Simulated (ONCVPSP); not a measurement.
## What one change does to a pseudopotential (boron (B), ONCV)

- Element: boron
- Generator: ONCVPSP 4.0.1
- Type: optimised norm-conserving Vanderbilt (ONCV)
- Functional: PBE
- Relativity: scalar-relativistic
- Frozen core: [He]
- Valence charge: 3
- Reference configuration: 2s2 2p1
- Partial waves: 2s: rc 1.20 bohr, ncon 4, nbas 8, qcut 4.4 1/bohr, 2 projectors, debl 0.5 Ha; 2p: rc 2.35 bohr, ncon 5, nbas 9, qcut 5.7 1/bohr, 2 projectors, debl 3.5 Ha; d scattering state at 0.17 Ha: rc 2.00 bohr, ncon 4, nbas 8, qcut 5.7 1/bohr, 2 projectors, debl 1 Ha
- Local potential: polynomial inside 0.85 bohr (lpopt 5, dvloc0 0 Ha)
- Core correction: polynomial model core, fcfact 0.55

All-electron outer shells of the reference configuration (PBE, scalar-relativistic, ld1.x):

```tsv
shell	level (eV)	outermost node (bohr)	outermost maximum (bohr)
1s	-180.59	–	0.21
2s	-9.44	0.46	1.52
2p	-3.61	–	1.57
```

Change: all radii but the core radius scaled by about 1.19 (s 1.42, p 2.78, d 2.38 bohr); local potential polynomial inside 1.00 bohr (lpopt 5, dvloc0 0 Ha).

Cutoffs: the cutoffs (Ha) at which the residual kinetic energy of the hardest occupied pseudo-wave falls to 1 and 0.1 mHa per electron; they do not see the model core or the augmentation charge, which bear on the density cutoff. Errors are all-electron minus pseudo energies relative to the spin-unpolarised reference configuration.

Question: What does the change do?

Answer: The potential gets softer (12 Ha and 72 Ha → 11 Ha and 68 Ha); of the 4 tests that both files solve, the error grows in 4 and shrinks in 0 by more than 15 % and 0.3 meV (median size 14.6 → 24.3 meV); neither file shows a bound ghost. A larger radius leaves more room for a smooth pseudo-wave, so fewer plane waves are needed. More of the atom is replaced by a form fitted at one configuration, so other configurations suffer.

| quantity | base | changed |
| --- | --- | --- |
| cutoff, loose | 12 Ha | 11 Ha |
| cutoff, tight | 72 Ha | 68 Ha |
| loose cutoff by channel | s 12 Ha, p 10 Ha | s 11 Ha, p 8.9 Ha |
| bound ghosts | none | none |
| GHOST(+) flags under 300 eV | s at 141.9 eV | none |
| error for 2s2 2p0, meV [ΔE 8.22 eV] | +26 | +42 |
| error for 2s1 2p0, meV [ΔE 33.64 eV] | +95 | +134 |
| error for 2s2 2p0.5, meV [ΔE 2.89 eV] | +3.4 | +5.7 |
| error for 2s1 2p2, meV [ΔE 5.85 eV] | -1.7 | -6.7 |
| rms error of d²Exc/dni dnj with the model core, mHa | 1.43 | 1.54 |
